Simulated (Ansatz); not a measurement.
Basis-set extrapolation for ClH2O2SSi, SMILES `O[Si](O)([S])Cl` radical (PBE0-D4/def2-TZVP geometry, frozen core, Ansatz 0.2.0). Multiplicity 2, UHF reference.

|  | def2-TZVPP | def2-QZVPP |
| --- | --- | --- |
| HF | -1297.142229 | -1297.182765 |
| MP2 correlation | -0.919127 | -1.002927 |
| CCSD(T) correlation | -0.997820 | not run |

Energies in hartree. Use E(X) = E(∞) + A·exp(−7.88·√X) for Hartree–Fock and E(X) = E(∞) + B·X^(−2.97) for correlation, with X = 3 and 4, and add CCSD(T) minus MP2 of the smaller set to the MP2 limit.

Question: What is the CCSD(T) energy at the basis-set limit?

Answer: HF limit: -1297.182765 + (-0.040536) × 0.13774 = -1297.18835. MP2 limit: -1.002927 + (-0.083800) × 0.74074 = -1.06500. Higher-order term: -0.997820 − (-0.919127) = -0.07869. Total: -1298.33204 hartree, 504.1 kJ/mol below CCSD(T)/def2-TZVPP.
